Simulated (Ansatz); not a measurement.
The cluster Pb4S3. The state is a singlet with charge 0. Geometry r2SCAN-D4/def2-SVP.

```xyz
7

Pb    0.9509    1.3033   -1.3188
Pb    0.0802   -2.2652   -0.3008
Pb   -2.2590    0.0909    0.3416
Pb    0.5495   -0.0590    2.2186
S    -0.4839    2.0432    0.8872
S    -1.0194   -0.4713   -1.9836
S     2.1817   -0.6420    0.1557
```

In the def2 sets Pb takes a core potential; there is no spin–orbit coupling. HSE06 is defined as in plane-wave codes, on full-range PBE exchange. The structure comes from a short search, and lower isomers may exist.

(1) Estimate the orbital energies around the gap (eV) in Ansatz with HF/def2-TZVP, PBE-D4/def2-TZVPD, PBE0-D4/def2-TZVP, PBE0-D4/def2-TZVPD, HSE06-D4/def2-TZVP.

## Answers

(1) 
| orbital | HF/def2-TZVP | PBE-D4/def2-TZVPD | PBE0-D4/def2-TZVP | PBE0-D4/def2-TZVPD | HSE06-D4/def2-TZVP |
| --- | --- | --- | --- | --- | --- |
| HOMO−9 | -11.17 | -7.51 | -8.62 | -8.63 | -8.23 |
| HOMO−8 | -11.17 | -7.51 | -8.62 | -8.63 | -8.23 |
| HOMO−7 | -10.30 | -7.08 | -8.07 | -8.08 | -7.69 |
| HOMO−6 | -9.72 | -6.34 | -7.37 | -7.38 | -6.99 |
| HOMO−5 | -9.55 | -6.29 | -7.27 | -7.28 | -6.89 |
| HOMO−4 | -9.55 | -6.29 | -7.27 | -7.28 | -6.89 |
| HOMO−3 | -8.90 | -5.90 | -6.84 | -6.85 | -6.47 |
| HOMO−2 | -8.90 | -5.90 | -6.84 | -6.85 | -6.47 |
| HOMO−1 | -8.25 | -5.49 | -6.36 | -6.37 | -5.99 |
| HOMO | -6.54 | -4.72 | -5.37 | -5.38 | -5.03 |
| LUMO | 0.59 | -2.56 | -1.92 | -1.94 | -2.27 |
| LUMO+1 | 0.59 | -2.56 | -1.92 | -1.94 | -2.27 |
| LUMO+2 | 0.78 | -2.22 | -1.57 | -1.61 | -1.92 |
| LUMO+3 | 1.11 | -1.77 | -1.17 | -1.20 | -1.51 |
| LUMO+4 | 1.11 | -1.77 | -1.17 | -1.20 | -1.51 |
| LUMO+5 | 2.04 | -1.26 | -0.48 | -0.57 | -0.83 |
